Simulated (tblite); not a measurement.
Species: C₅H₁₆OSi₂.
Cartesian coordinates in Å at the GFN2-xTB level; atoms count from 1:
```
atom  x, y, z in Å
C1    -3.868    0.710    0.182
O2    -2.543    0.592   -0.259
C3    -2.014   -0.702   -0.079
C4    -0.578   -0.733   -0.592
C5     0.341    0.148    0.252
C6     1.752    0.285   -0.323
Si7    2.735    1.572    0.683
Si8    2.665   -1.382   -0.465
H9    -4.528    0.012   -0.349
H10   -4.179    1.732   -0.028
H11   -3.950    0.517    1.259
H12   -2.042   -0.975    0.989
H13   -2.628   -1.434   -0.630
H14   -0.226   -1.766   -0.582
H15   -0.575   -0.376   -1.623
H16   -0.125    1.134    0.326
H17    0.397   -0.264    1.264
H18    1.656    0.685   -1.339
H19    2.918    1.097    2.057
H20    1.995    2.838    0.714
H21    4.043    1.796    0.066
H22    2.579   -2.099    0.810
H23    4.070   -1.144   -0.802
H24    2.093   -2.224   -1.522
```

All values are computed: GFN2-xTB (tblite) harmonic vibrations without scaling, gas phase. The method is semi-empirical: single wavenumbers can be off by several per cent or more. Modes of hydrogen on silicon can be 10 to 20 % off. One conformer, not necessarily the lowest.

Harmonic wavenumbers (cm⁻¹): 35.7, 55.9, 78.2, 101.2, 117.4, 132.3, 150.7, 181.3, 224.5, 246.6, 286.1, 319.0, 342.8, 495.6, 510.7, 520.0, 530.5, 581.1, 681.4, 771.0, 782.3, 785.0, 788.0, 793.9, 805.4, 827.1, 837.7, 918.3, 935.1, 1034.0, 1065.5, 1080.5, 1107.1, 1114.9, 1126.9, 1133.3, 1147.0, 1193.9, 1236.2, 1257.9, 1296.4, 1312.3, 1353.4, 1366.9, 1409.4, 1469.4, 1471.0, 1491.1, 1495.9, 1500.3, 2222.0, 2237.8, 2240.7, 2251.0, 2252.0, 2264.2, 2823.9, 2860.7, 2882.3, 2907.8, 2908.6, 2947.4, 2966.7, 2981.7, 2988.8, 3026.6.

A = 2238, B = 558.5, C = 464.1 MHz; mass 148.074 u (most abundant isotopes); point group C1, symmetry number 1.

Question: Zero-point energy?

Answer: ½Σν̃ = 41630 cm⁻¹ = 498.00 kJ/mol.

Question: What is S at 400 K and 1 bar for an ideal gas of classical rigid rotors and harmonic oscillators?

Answer: Translation 177.29, rotation 132.09, vibration 234.21: S = 543.6 J/(mol K).

Question: And Cp and H(400 K) − H(0)?

Answer: Cp = 256.57 J/(mol K), of which vibrations give 223.31 (their classical limit is 66 R = 548.8); H(400 K) − H(0) = 60.26 kJ/mol without the zero-point energy, 46.95 from vibrations.

Question: Blend soft modes into free rotors: weight 1/[1 + (100 cm⁻¹/ν̃)⁴] for the oscillator and the rest for a rotor with moment μB/(μ + B), μ = h/(8π²ν), B = 10⁻⁴⁴ kg m². What vibrational entropy results?

Answer: 213.55 J/(mol K) in place of 234.21, which changes −T·S at 400 K by +8.26 kJ/mol.

Question: What must be added to the electronic energy to get the Gibbs energy at 400 K and 1 bar?

Answer: ZPE + [H(400 K) − H(0)] − T·S = 498.00 + 60.26 − 217.44 = 340.82 kJ/mol.

Question: Which modes carry the vibrational entropy at 400 K?

Answer: 35.7 cm⁻¹: 25.39; 55.9 cm⁻¹: 21.67; 78.2 cm⁻¹: 18.89; 101.2 cm⁻¹: 16.76; 117.4 cm⁻¹: 15.54; 132.3 cm⁻¹: 14.57 J/(mol K); the other 60 give 121.40 together.

Question: How do the functions run with temperature in this model?

Answer: 
| T (K) | S (J/(mol K)) | Cp (J/(mol K)) | H − H(0) (kJ/mol) | G − H(0) (kJ/mol) | ln q(vib) |
| --- | --- | --- | --- | --- | --- |
| 100 | 320.2 | 101.1 | 6.66 | -25.36 | 2.83 |
| 200 | 405.9 | 151.6 | 19.31 | -61.87 | 6.77 |
| 300 | 477.4 | 205.1 | 37.13 | -106.09 | 10.47 |
| 500 | 605.8 | 301.3 | 88.21 | -214.68 | 17.54 |
| 800 | 770.1 | 397.5 | 194.24 | -421.86 | 27.44 |
| 1000 | 863.6 | 439.8 | 278.19 | -585.43 | 33.54 |

q(vib) and H(0) count from the zero-point level.

Hindered rotation and anharmonicity are outside this model. Other conformers, if any are populated, would add a mixing term that is left out. The structure is chiral; the term R ln 2 for an equal mix with its mirror image is left out.
